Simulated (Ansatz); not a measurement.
Computed with Ansatz.

A structure relaxed at PBE0-D4/def2-TZVP, charge 0, multiplicity 1:

```xyz
13

C     0.5305   -0.6451   -1.2287
C    -0.0869   -0.0276    0.0109
C    -0.0373    1.4875   -0.0243
O     0.6290   -0.4800    1.1499
Sn   -0.0244   -1.5208    2.6731
F    -1.8706   -1.6737    2.0562
H     1.5822   -0.3586   -1.3093
H     0.4737   -1.7349   -1.1849
H     0.0085   -0.3113   -2.1291
H    -1.1346   -0.3468    0.0821
H    -0.4967    1.9085    0.8727
H    -0.5727    1.8726   -0.8958
H     0.9994    1.8303   -0.0727
```

**Question.** Give its formula and SMILES.

**Answer.** C3H7FOSn, `CC(C)[O][Sn][F]`.

**Question.** Point group (tolerance 0.08 Å, 0.16 Å for H)?

**Answer.** Cs.

**Question.** Summarise the bond lengths by kind.

**Answer.** 2 × C–C 1.516 Å; 7 × C–H 1.092 to 1.098 Å; 1 × C–O 1.419 Å; 1 × O–Sn 1.957 Å; 1 × F–Sn 1.953 Å.
